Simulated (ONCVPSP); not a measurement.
## N: from the effect back to the setting (ONCV)

Base potential:

```json
{"Element": "nitrogen", "Generator": "ONCVPSP 4.0.1", "Type": "optimised norm-conserving Vanderbilt (ONCV)", "Functional": "PBEsol", "Relativity": "fully relativistic", "Frozen core": "[He]", "Valence charge": "5", "Reference configuration": "2s2 2p3", "Partial waves": "2s: rc 0.75 bohr, ncon 4, nbas 7, qcut 10.9 1/bohr, local; 2p: rc 1.50 bohr, ncon 4, nbas 9, qcut 11.5 1/bohr, 2 projectors, debl 1.6 Ha", "Local potential": "the s channel", "Core correction": "Teter function, fcfact 2, rcfact 1.2"}
```

Open shells are filled in proportion to 2j + 1.

Cutoffs, loose and tight: the cutoffs (Ha) at which the residual kinetic energy of the hardest occupied pseudo-wave falls to 1 and 0.1 mHa per electron. They do not see the model core or the augmentation charge, which bear on the density cutoff. Test errors are all-electron minus pseudo excitation energies from the reference, over the configurations 2s2 2p2; 2s2 2p1; 2s2 2p0; 2s0 2p5; variants that change the core or the reference have their own tests.

Only the rcfact is moved:

| rcfact | cutoff, loose | cutoff, tight | bound ghosts | largest test error (meV) | median size of the test errors |
| --- | --- | --- | --- | --- | --- |
| 0.98 | 33 Ha | 176 Ha | none | +416 | 54.5 meV |
| 1.08 | 33 Ha | 176 Ha | none | +405 | 53.3 meV |
| 1.18 | 33 Ha | 176 Ha | none | +389 | 51.5 meV |
| 1.36 | 33 Ha | 176 Ha | none | +348 | 47.8 meV |
| 1.44 | 33 Ha | 176 Ha | none | +327 | 45.9 meV |
| 1.54 | 33 Ha | 176 Ha | none | +299 | 43.5 meV |
| 1.78 | 33 Ha | 176 Ha | none | +233 | 37.2 meV |
| 1.92 | 33 Ha | 176 Ha | none | +194 | 33.4 meV |
| 2.04 | 33 Ha | 176 Ha | none | +161 | 29.8 meV |

Problem. One more run gave cutoff, loose: 33 Ha; cutoff, tight: 176 Ha; bound ghosts: none; largest test error (meV): +266; median size of the test errors: 40.4 meV. Which value of the rcfact was used?

Solution. 1.66. The median size of the test errors moves one way along this sweep, from 54.5 meV at 0.98 to 29.8 meV at 2.04, which places the run between 1.54 and 1.78.
